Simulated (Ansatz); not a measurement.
Relaxation of CH₃BFNO (8 atoms, charge 0, multiplicity 1), to a largest force component of 0.02 eV/Å in at most 50 steps.

Level of theory: Ansatz, RKS PBE0/6-31G*.

```xyz
8
Properties=species:S:1:pos:R:3:forces:R:3
C -0.344 0.977 -1.149 -1.11 1.58 -1.06
N -0.613 -0.071 -0.515 0.47 -1.56 1.40
B 0.326 -0.615 0.497 2.62 -0.23 0.89
O 0.122 -1.851 1.201 -0.75 3.28 0.16
F 1.597 0.069 0.786 -3.38 -1.59 -0.86
H -1.121 1.384 -1.886 1.07 -0.52 0.74
H 0.535 1.613 -0.998 0.27 -0.07 -0.05
H -0.409 -1.563 2.008 0.80 -0.89 -1.22
```

Problem. Where does it end, and by what steps?

Solution. It converged. After 35 steps the energy has fallen by 1.184 eV; H7 moved furthest, 1.40 Å.

```
step  energy less start (eV)  largest force component (eV/Å)  accepted
   0                  0.0000                           3.379       yes
   2                 -0.4650                           1.360       yes
   4                 -0.9508                           0.670       yes
   6                 -1.1321                           0.541       yes
   8                 -1.1474                           0.306       yes
  10                 -1.1442                           0.376        no
  12                 -1.1498                           0.025       yes
  14                 -1.1487                           0.296        no
  16                 -1.1505                           0.228        no
  18                 -1.1512                           0.089       yes
  20                 -1.1530                           0.119       yes
  22                 -1.1550                           0.243       yes
  24                 -1.1619                           0.461       yes
  26                 -1.1777                           0.119       yes
  28                 -1.1664                           0.805        no
  30                 -1.1834                           0.059       yes
  32                 -1.1828                           0.155        no
  34                 -1.1837                           0.046       yes
  35                 -1.1840                           0.014       yes
```

```xyz
8
Properties=species:S:1:pos:R:3
C -0.416 0.842 -1.114
N -0.396 0.518 0.101
B 0.506 -0.271 0.884
O 0.259 -1.569 1.203
F 1.580 0.298 1.426
H -1.216 1.482 -1.504
H 0.335 0.524 -1.855
H -0.560 -1.882 0.803
```

Run time: 2.6 min on 1 thread of Arm Neoverse V1, on a shared host, peak memory 0.17 GiB.
